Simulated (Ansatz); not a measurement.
Reaction (redistribution): `C[O][GeH2][C]#N` + `N#CB(Cl)Cl` → `N#[C][GeH2][C]#N` + `COB(Cl)Cl`

Program: Ansatz. Geometries: PBE0-D4/def2-TZVP. ΔE: electronic, gas phase. CCSD(T)/CBS adds triple-zeta CCSD(T) − MP2 to the extrapolated MP2 energy (def2 sets, frozen cores). This one scheme is used for every species. Functionals use def2-TZVPP. B3LYP here is the variant with VWN-RPA as its local correlation; programs differ in this. HSE06 is defined as in plane-wave codes. For Ge outer-core shells are correlated without core-valence functions, which leaves a few kJ/mol of doubt a bond. Scalar relativity is left out up to krypton. Each species was taken in one conformer, which may not be the lowest.

`C[O][GeH2][C]#N`:

Cartesian coordinates in Å:
```
C -1.728 -0.359 0.061
O -0.579 0.173 -0.562
Ge 0.962 0.040 0.287
C 2.209 0.874 -0.911
N 2.990 1.365 -1.599
H -1.941 0.130 1.020
H -1.642 -1.440 0.232
H -2.575 -0.186 -0.604
H 0.939 0.830 1.602
H 1.365 -1.428 0.475
```

`N#CB(Cl)Cl`:

Cartesian coordinates in Å:
```
N -0.650 -1.427 -1.507
C -0.306 -0.671 -0.710
B 0.152 0.333 0.352
Cl 1.778 0.914 0.310
Cl -0.973 0.850 1.556
```

`N#[C][GeH2][C]#N`:

Cartesian coordinates in Å:
```
N -2.307 0.924 1.167
C -1.398 0.629 0.526
Ge 0.092 0.167 -0.583
C 1.238 -0.921 0.496
N 1.949 -1.578 1.119
H -0.408 -0.660 -1.760
H 0.836 1.440 -0.964
```

`COB(Cl)Cl`:

```xyz
8

C     0.631   -0.635    0.732
O     0.054    0.605    0.361
B    -0.682    0.830   -0.724
Cl   -1.282    2.455   -0.990
Cl   -1.080   -0.423   -1.898
H     0.421   -0.797    1.789
H     0.227   -1.459    0.143
H     1.711   -0.576    0.587
```

| level | ΔE (kcal/mol) | difference from CCSD(T)/CBS |
| --- | --- | --- |
| LDA (SPW92) | -22.9 | -0.5 |
| PBE-D4 | -20.5 | 1.9 |
| revPBE-D4 | -19.9 | 2.5 |
| BLYP-D4 | -19.9 | 2.5 |
| r2SCAN-D4 | -21.2 | 1.2 |
| B97M-V | -20.2 | 2.2 |
| PBE0-D4 | -21.9 | 0.5 |
| B3LYP-D4 | -21.3 | 1.1 |
| r2SCANh-D4 | -21.7 | 0.7 |
| r2SCAN0-D4 | -22.4 | 0.0 |
| HSE06-D4 | -21.9 | 0.5 |
| BHLYP-D4 | -22.6 | -0.2 |
| CAM-B3LYP-D4 | -22.6 | -0.2 |
| ωB97M-V | -22.8 | -0.4 |
| B2PLYP | -21.5 | 0.9 |
| PBE-QIDH | -22.6 | -0.2 |
| PBE | -20.4 | 2.0 |
| revPBE | -19.6 | 2.8 |
| BLYP | -19.8 | 2.6 |
| r2SCAN | -21.2 | 1.2 |
| B3LYP | -21.2 | 1.2 |
| r2SCANh | -21.7 | 0.7 |
| r2SCAN0 | -22.4 | 0.0 |
| HSE06 | -21.8 | 0.6 |
| BHLYP | -22.6 | -0.2 |
| CAM-B3LYP | -22.6 | -0.2 |
| LC-ωPBE | -23.5 | -1.1 |
| RPA@PBE/def2-TZVPP | -21.4 | 1.0 |
| HF/def2-SVP | -25.3 | -2.9 |
| MP2/def2-SVP | -23.0 | -0.6 |
| CCSD/def2-SVP | -23.3 | -0.9 |
| CCSD(T)/def2-SVP | -23.0 | -0.6 |
| MP2/def2-TZVPP | -22.2 | 0.2 |
| SCS-MP2/def2-TZVPP | -21.8 | 0.6 |
| CCSD/def2-TZVPP | -22.7 | -0.3 |
| CCSD(T)/def2-TZVPP | -22.4 | 0.0 |
| HF/def2-QZVPP | -23.0 | -0.6 |
| HF/CBS(def2) | -23.0 | -0.6 |
| MP2/CBS(def2) | -22.2 | 0.2 |
| CCSD/CBS(def2) | -22.7 | -0.3 |
| CCSD(T)/CBS | -22.4 | 0 |

Largest T1 diagnostic among the species: 0.014.

Leaving LDA and LC-ωPBE aside and taking each functional with its dispersion term where it has one, the values spread over 2.9 kcal/mol, from ωB97M-V to BLYP-D4. LDA lies −2.4 kcal/mol from PBE without D4. From r2SCAN to r2SCAN0 (25 % exact exchange), in def2-TZVPP and without D4, ΔE moves by −1.3 kcal/mol.
